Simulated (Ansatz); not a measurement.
Cartesian coordinates in Å:
```
F -0.575 1.186 -2.325
Ge -0.403 -0.143 -1.222
N 0.851 0.175 0.051
C 0.029 0.105 1.250
S -1.680 -0.064 0.567
H -0.346 -1.350 -2.165
H 1.799 -0.158 0.108
H 0.243 -0.764 1.878
H 0.082 1.013 1.857
```

Total charge 0; spin multiplicity 1.

List the r2SCAN/def2-TZVPP orbital energies in eV (Ansatz 0.2.0). (An estimate is asked.)

Computed: Occupied: -10835.44, -2409.18, -1350.42, -1200.50, -1200.47, -1200.45, -665.42, -385.57, -275.13, -213.59, -168.73, -157.68, -157.59, -157.45, -118.48, -118.42, -118.35, -32.22, -31.77, -31.69, -31.66, -31.65, -29.60, -23.82, -19.26, -16.66, -13.97, -12.93, -11.85, -10.89, -10.61, -9.95, -9.60, -8.65, -8.03, -6.42, -6.24. Lowest empty: -1.16, -0.70, 0.14, 1.05, 1.28, 2.51, 2.96, 3.31.
